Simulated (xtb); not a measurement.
Input for xtb: GFN1-xTB on C3H7Cl (a complex), monomers drawn apart or pushed together.

```
$ xtb mol.xyz --gfn 1 --sp --chrg 0 --uhf 0
11

C      0.54158541    -0.47513715     0.21440206
C     -0.39644416     0.46075376     0.22515610
H      0.53829570    -1.28306080     0.93615322
H      1.34178418    -0.47278051    -0.51613677
H     -0.40370765     1.26947999    -0.49598543
H     -1.19576630     0.44792732     0.95627562
C      0.43798334     0.30747458     4.35081769
Cl    -0.82138606    -0.96028706     4.16704726
H      0.00608828     1.13642910     4.90338814
H      1.27337232    -0.12135736     4.89603593
H      0.74366931     0.62162690     3.35774680
```

Task: Predict the final total energy.

Result: -14.3203 hartree.
